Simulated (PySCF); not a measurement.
## Electron correlation in Al (aluminium, neutral)

[Ne] 3s1 3p1 3d1, one real determinant (an excited configuration). Computed with PySCF 2.14 in aug-cc-pwCVTZ (8s7p5d3f, 75 functions), with the non-relativistic Hamiltonian (point nucleus). Frozen: [Ne]; 3 electrons correlated.

MP2 pair energies summed by pair of shells (mhartree):

```json
{"pair": "3p-3d", "energy": "-2.65", "share (%)": "35.3"}
{"pair": "3s-3p", "energy": "-2.53", "share (%)": "33.7"}
{"pair": "3s-3d", "energy": "-2.33", "share (%)": "31.0"}
```

Total MP2 correlation energy: -7.52 mhartree.

Same-spin part -7.52 and opposite-spin part 0.00 mhartree; SCS-MP2 scales them by 1/3 and 6/5 to -2.51 mhartree.

The reference is one real determinant that mixes LS terms of this configuration.
